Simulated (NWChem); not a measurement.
System: WSOBrF; SMILES [O]=[W]([F])(=[S])[Br]

No frequency run checked for a minimum. def2 effective core potentials on W; no spin-orbit coupling.

**Question.** Give the equilibrium geometry at PBE-D3(BJ)/def2-SVP with def2 effective core potentials on W (NWChem) as a list of bonds and angles, with the point group.

**Answer.** point group C1; any orientation.
Bond lengths (Å): W1–O2 1.712, W1–S3 2.146, W1–F4 1.871, W1–Br5 2.418. Bond angles (°): O2–W1–S3 106.5, O2–W1–F4 109.6, O2–W1–Br5 107.8, S3–W1–F4 109.2, S3–W1–Br5 107.9, F4–W1–Br5 115.4.
